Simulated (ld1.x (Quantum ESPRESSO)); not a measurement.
Transferability test, PAW potential for nickel (Ni)

Ni (Z = 28), PAW, made with ld1.x (Quantum ESPRESSO) 7.5 (LDA (PZ), scalar-relativistic). Core [Ne] 3s2, reference 3p6 3d8.5 4s1.5 4p0. Waves: 4s (bound): rcut 2.15, rcutus 2.60 bohr; 4s channel at 2.35 Ry: rcut 2.15, rcutus 2.60 bohr; 3p (bound): rcut 1.40, rcutus 1.80 bohr; 4p (bound, empty): rcut 1.40, rcutus 1.80 bohr; 3d (bound): rcut 0.70, rcutus 0.80 bohr; 3d channel at 2.1 Ry: rcut 0.70, rcutus 0.80 bohr. Local part: all-electron potential smoothed inside 1.10 bohr (lloc = -1). Core correction: Bessel-smoothed model core inside 0.75 bohr. Augmentation charge: BESSEL, radius 0.70 bohr.

Energies are relative to the spin-unpolarised reference configuration 3p6 3d8.5 4s1.5 4p0; without spin polarisation the order of configurations can differ from experiment. Spin-polarised rows fill each open shell by Hund’s rule, majority spin first. Not all tests gave a result: 1 of 9 tests not solved or not reliable. Left out of the table: 3p6 3d8 4s0 4p2 (solver errors, printed error -11.2 eV).

```json
{"valence configuration": "3p6 3d8 4s2 4p0", "charge": "0", "ΔE all-electron (eV)": "1.201", "error AE − PS (meV)": "+41"}
{"valence configuration": "3p6 3d8 4s0 4p0", "charge": "+2", "ΔE all-electron (eV)": "28.461", "error AE − PS (meV)": "+453"}
{"valence configuration": "3p6 3d8 4s1.5 4p0", "charge": "+0.5", "ΔE all-electron (eV)": "5.044", "error AE − PS (meV)": "+4.4"}
{"valence configuration": "3p6 3d9 4s0 4p0", "charge": "+1", "ΔE all-electron (eV)": "7.764", "error AE − PS (meV)": "+468"}
{"valence configuration": "3p6 3d8.5 4s1.5 4p0 (spin-polarised)", "charge": "0", "ΔE all-electron (eV)": "-0.593", "error AE − PS (meV)": "+4.5"}
{"valence configuration": "3p6 3d8 4s2 4p0 (spin-polarised)", "charge": "0", "ΔE all-electron (eV)": "0.289", "error AE − PS (meV)": "+41"}
```

Problem. What are ΔE and the potential's error for 3p6 3d8 4s1 4p0?

Solution. ΔE = 10.802 eV all-electron; the error (AE − PS) is +6.5 meV.

Problem. What are ΔE and the potential's error for 3p6 3d9 4s1 4p0?

Solution. ΔE = -0.428 eV all-electron; the error (AE − PS) is +59 meV.

Levels in the configuration 3p6 3d8.5 4s1.5 4p0 (spin-polarised):

```tsv
level	all-electron (eV)	pseudo (eV)
3p up	-69.299	-69.279
3d up	-7.471	-7.465
4s up	-5.531	-5.551
3p down	-67.774	-67.777
3d down	-6.083	-6.077
4s down	-4.950	-4.935
```

Note: ghost state, extra bound levels that the all-electron valence spectrum of the same l lacks: s at -1193.1 eV. A true bound ghost makes a file unfit for plane-wave use.
